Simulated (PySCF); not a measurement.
## Which determinant of CaO⁺ lies lowest?

Unrestricted PBE0; basis Ca 3-21G, O 3-21G; no relativity; PySCF 2.14. Outer shells of the fragments: Ca+ 4s1; O 2s2 2p4.

Followed along the bond (rough minima from three points):

```csv
2Ms+1,unpaired,⟨S²⟩ at the start,R at minimum (Å),Te (eV)
2,π ↑,0.89,2.22,0.00
2,σ ↑,0.77,2.04,0.61
4,"σ ↑, π ↑↑",3.75,none in the scan,≤ 1.18
2,"σ ↓, π ↑↑",1.75,none in the scan,≤ 1.24
```

Solutions found at the starting distance of 2.290 Å, counted from the lowest of them; the search is not exhaustive and high or unbound solutions are not listed, so other states can lie among these:

| 2Ms+1 | unpaired | term | E (eV) | ⟨S²⟩ | ⟨Lz²⟩ | μ (D) |
| --- | --- | --- | --- | --- | --- | --- |
| 2 | π ↑ | ²Π | 0.00 | 0.89 | 1.01 | -8.57 |
| 2 | σ ↑ | ²Σ⁺ | 0.97 | 0.77 | 0.00 | -9.87 |
| 4 | σ ↑, π ↑↑ | ⁴Σ⁻ | 1.44 | 3.75 | 0.00 | -1.00 |
| 2 | σ ↓, π ↑↑ | mixed | 1.51 | 1.75 | 0.00 | -0.73 |
| 4 | σ ↑↑, π ↑ | ⁴Π | 1.89 | 3.75 | 1.00 | -0.70 |
| 2 | σ ↑, π ↑↓ | mixed | 2.32 | 1.75 | 2.00 | -0.87 |

A term symbol is given only where ⟨S²⟩ and ⟨Lz²⟩ are close to those of a pure state; real π, δ and φ orbitals otherwise mix terms. A positive dipole points towards O; it is taken about the centre of mass and depends on that origin.

Task: Compare the gap between the two lowest followed solutions at the starting distance with the gap between their minima.

Result: At PBE0 the second solution (doublet, unpaired electrons σ ↑) lies +0.97 eV from the first (doublet, unpaired electrons π ↑) at 2.290 Å and +0.61 eV at the minima; the two curves relax by different amounts, since their minima lie near 2.04 and 2.22 Å.

Counting both spins, an empty level lies below a filled one in some of these solutions, because spin and occupation are held. 3-21G is very small, so such numbers show the basis as much as the molecule.
